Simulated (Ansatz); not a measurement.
Coupled-cluster diagnostics for Sn3Se2 (the lowest singlet isomer of a short search), Ansatz.

Geometry of the singlet (PBE0-D4/def2-SVP):

```csv
atom,x (Å),y (Å),z (Å)
Sn1,0.774,1.572,-1.039
Sn2,0.645,-1.424,-0.868
Sn3,-1.112,-0.827,1.493
Se4,-1.601,0.340,-0.870
Se5,1.293,0.339,1.284
```

In the def2 sets Sn takes a core potential; there is no spin–orbit coupling. Correlated methods freeze 30 core orbitals; core or outer-core shells of Sn, Se are correlated, in sets that lack core-valence functions. The structure comes from a short search, and lower isomers may exist.

Estimate the CCSD(T) correlation energy, the shares of MP2 and (T), T1 and the reference's ⟨S²⟩ for: charge 0, singlet, own geometry in def2-SVP; and the rough time on 4 threads of Arm Neoverse V2 on a shared host.


```tsv
state	basis	correlation (eV)	MP2 share (%)	(T) share (%)	T1	⟨S²⟩ (pure)	wall time	remarks
charge 0, singlet, own geometry	def2-SVP	-21.922	94.9	4.6	0.014	0.00 (0.00)	41 s	restricted SCF unstable in HF
```
Customary marks for T1 are 0.02 (closed shells), 0.045 (open shells) and about 0.05 (3d metals). T1 stays under 0.02 throughout.
